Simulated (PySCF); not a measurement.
Species: Ge(vinyl)2I2, C4H6GeI2.
Structure used (PBE0-D3(BJ)/def2-SVP), in Å, numbered top down from 1:
```
atom  x, y, z in Å
Ge1   -0.4691   -0.3607   -0.4717
C2    -0.7584   -0.5747    1.4271
C3    -1.4985    0.2406    2.1798
H4    -0.2642   -1.4437    1.8792
H5    -2.0108    1.1133    1.7591
H6    -1.6224    0.0685    3.2545
C7     1.3939   -0.2991   -0.9798
C8     1.9666    0.7158   -1.6281
H9     1.9866   -1.1779   -0.6955
H10    1.3956    1.6007   -1.9307
H11    3.0319    0.7037   -1.8839
I12   -1.6279    1.7364   -1.2696
I13   -1.4927   -2.3749   -1.6183
```

Computed with PySCF 2.14.0, PBE0-D3(BJ)/def2-SVP geometry optimisation, gas phase, def2 core potentials past Kr.

Take the most abundant isotopes and a rigid rotor. The values belong to one conformer.

Question: What are A, B and C (GHz)?

Answer: Ia = 609.68, Ib = 1376.31, Ic = 1452.86 u·Å²; 505379 MHz·u·Å²/I gives 828.9, 367.2 and 347.9 MHz, that is A = 0.8289, B = 0.3672, C = 0.3479 GHz.

Question: What kind of rotor is it?

Answer: A near-prolate asymmetric top; Ray's κ = -0.920.

Question: What does the inertial defect say?

Answer: Not planar: Δ = Ic − Ia − Ib = -533.12 u·Å². For a rigid frame Δ = −2 Σ m c², so Σ m c² = 266.56 u·Å² lies off the ab plane: 43.17 from hydrogen and 223.39 from heavier atoms. The atom farthest from that plane is 3.52 Å away.

Question: Give the other two planar moments, Paa and Pbb, and the rms extents of the mass along the axes.

Answer: Paa = Σ m a² = (Ib + Ic − Ia)/2 = 1109.74 and Pbb = Σ m b² = (Ia + Ic − Ib)/2 = 343.12 u·Å². With the mass M = 381.78 u, the rms extents √(P/M) along a, b and c are 1.70, 0.95, 0.84 Å.

Question: Which lines would a microwave search look for?

Answer: The dipole components are |μa| = 0.63 D, |μb| = 2.52 D, |μc| = 0.03 D. Intensities carry the squares of the components, which stand as 0.06 : 1.00 : 0.00 (a : b : c). Some lines, for components of 0.1 D or more:

```csv
type,branch,"J(Ka,Kc)",MHz,lower level (cm⁻¹)
b,Q,"2(1,1) ← 2(0,2)",501,0.072
a,R,"2(1,2) ← 1(1,1)",1411,0.039
a,R,"2(0,2) ← 1(0,1)",1430,0.024
b,Q,"2(2,1) ← 2(1,2)",1443,0.086
b,Q,"3(2,2) ← 3(1,3)",1473,0.157
b,R,"3(0,3) ← 2(1,2)",1700,0.086
b,R,"2(1,2) ← 1(0,1)",1872,0.024
a,R,"3(1,3) ← 2(1,2)",2116,0.086
a,R,"3(2,1) ← 2(2,0)",2148,0.134
b,R,"2(2,0) ← 1(1,1)",2855,0.039
b,R,"3(2,2) ← 2(1,1)",3530,0.088
b,R,"3(2,1) ← 2(1,2)",3591,0.086
b,R,"3(3,0) ← 2(2,1)",4503,0.134
```

Atoms past krypton carry def2 core potentials. Stationary, but not proved a minimum. No vibrational averaging or centrifugal distortion is included, and the geometry carries the error of its method. Quadrupole hyperfine structure (127I) is left out.
